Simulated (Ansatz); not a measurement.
Cartesian coordinates in Å:
```
C 1.726 0.721 -0.037
C 0.671 -0.267 0.455
C 1.318 -1.197 1.474
C 0.125 -1.101 -0.710
C -0.719 -0.301 -1.693
C -1.860 0.414 -0.983
C -1.342 1.285 0.152
C -0.494 0.475 1.124
H 2.124 1.306 0.798
H 1.334 1.424 -0.774
H 2.562 0.190 -0.501
H 0.595 -1.925 1.855
H 1.710 -0.635 2.326
H 2.149 -1.751 1.027
H 0.958 -1.588 -1.230
H -0.493 -1.908 -0.294
H -1.112 -0.966 -2.468
H -0.094 0.435 -2.211
H -2.551 -0.335 -0.573
H -2.436 1.014 -1.694
H -2.177 1.747 0.687
H -0.752 2.110 -0.262
H -1.137 -0.268 1.614
H -0.105 1.119 1.920
```

Charge 0, multiplicity 1.

(1) List the PBE/def2-TZVPP orbital energies in eV (Ansatz). (An estimate is asked.)

## Answers

(1) Computed: Occupied: -269.04, -268.59, -268.59, -268.59, -268.55, -268.55, -268.40, -268.39, -20.92, -19.16, -18.22, -16.76, -16.47, -14.88, -14.08, -12.76, -11.58, -11.01, -10.81, -10.52, -10.06, -9.89, -9.14, -8.91, -8.74, -8.34, -8.31, -7.88, -7.88, -7.22, -6.97, -6.82. Lowest empty: 0.27, 0.95, 1.03, 1.36, 1.76, 1.82, 1.95, 2.27.
